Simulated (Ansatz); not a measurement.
Reaction (redistribution): `B[SiH2]B` + `[SiH3]C1=CCO1` → `BC1=CCO1` + `B[SiH2][SiH3]`

Computed with Ansatz on PBE0-D4/def2-TZVP structures; ΔE is electronic, products minus reactants. CCSD(T)/CBS adds triple-zeta CCSD(T) − MP2 to the extrapolated MP2 energy (def2 sets, frozen cores). DFT in def2-TZVPP. B3LYP here is the variant with VWN-RPA as its local correlation; programs differ in this.

`B[SiH2]B`:

Z-matrix (Å, degrees):
```
Si
B 1 2.009
B 1 2.008 2 100.9
H 1 1.491 2 111.5 3 -118.6
H 1 1.491 2 111.7 3 118.8
H 2 1.195 1 120.8 3 87.8
H 2 1.195 1 120.9 3 -88.7
H 3 1.195 1 120.9 2 88.6
H 3 1.195 1 120.8 2 -87.8
```

`[SiH3]C1=CCO1`:

```xyz
11

Si   -0.252   -1.910   -0.336
C    -0.013   -0.099    0.034
C     0.144    1.052   -0.637
C     0.227    1.736    0.691
O     0.050    0.435    1.320
H     0.858   -2.706    0.247
H    -1.538   -2.387    0.232
H    -0.262   -2.051   -1.813
H     0.190    1.351   -1.671
H    -0.592    2.408    0.961
H     1.189    2.171    0.971
```

`BC1=CCO1`:

Cartesian coordinates in Å:
```
B -1.947 0.053 -0.009
C -0.429 -0.066 0.010
C 0.626 0.770 -0.117
C 1.510 -0.416 0.064
O 0.320 -1.233 0.188
H -2.645 -0.903 0.137
H -2.415 1.139 -0.174
H 0.761 1.828 -0.278
H 2.110 -0.451 0.977
H 2.110 -0.720 -0.798
```

`B[SiH2][SiH3]`:

```xyz
10

B     0.965    1.633    0.108
Si    0.585   -0.076   -0.835
Si   -1.073   -1.063    0.516
H     0.319    2.614   -0.114
H     1.775    1.681    0.985
H     1.731   -1.025   -0.893
H     0.009    0.076   -2.200
H    -2.283   -0.198    0.568
H    -0.569   -1.253    1.903
H    -1.458   -2.389   -0.038
```

```
level  ΔE (kJ/mol)
  PBE        -70.5
B3LYP        -64.7
```

(1) What does CCSD(T)/CBS give? (Estimate.)

Largest T1 diagnostic among the species: 0.015.

## Answers

(1) Ansatz gave: -58.4 kJ/mol. The listed levels differ from it by -12.1, -6.3 kJ/mol.

In def2-TZVPP, CCSD(T) changes the Hartree–Fock value by −4.6 kJ/mol (the triples alone add −1.9 kJ/mol) and MP2 by −5.0 kJ/mol.
